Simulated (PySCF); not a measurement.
Ga(F)(Me)(vinyl) (C3H6FGa), SMILES C=[CH][Ga]([CH3])[F].

Coordinates come from a ωB97X-D3(BJ)/def2-SVP optimisation. The structure was generated by enumeration; whether it is a known compound was not checked. The values are those of a single conformer.

Two levels are set side by side: TDA-PBE/def2-SVPD (PySCF) and TDA-B3LYP/def2-SVPD (PySCF). Vertical, same geometry. The lowest singlet is HOMO→LUMO 99 % with PBE and HOMO→LUMO 99 % with the other functional; states are paired by order. Differences are taken from unrounded values.

| quantity | TDA-B3LYP |
|---|---|
| lowest singlet excitation (eV) | 5.12 |
| lowest triplet excitation (TDA) (eV) | 4.11 |
| first bright state (f over 0.05) (eV) | 6.39 |
| its oscillator strength | 0.20 |

What does TDA-PBE give, and how far is it from TDA-B3LYP? (An estimate is asked for; the answer gives what the named calculation found.)


```csv
quantity,TDA-PBE,TDA-PBE minus TDA-B3LYP
lowest singlet excitation (eV),4.67,-0.45
lowest triplet excitation (TDA) (eV),4.15,0.04
first bright state (f over 0.05) (eV),6.10,-0.29
its oscillator strength,0.08,-0.11
```

A lower first singlet is the usual sign of a functional without exact exchange. Differences between two approximate levels are no errors against the true value.

Rough cost on one machine, each run with all the roots and properties that it gave: TDA-B3LYP against TDA-PBE about 2 times.
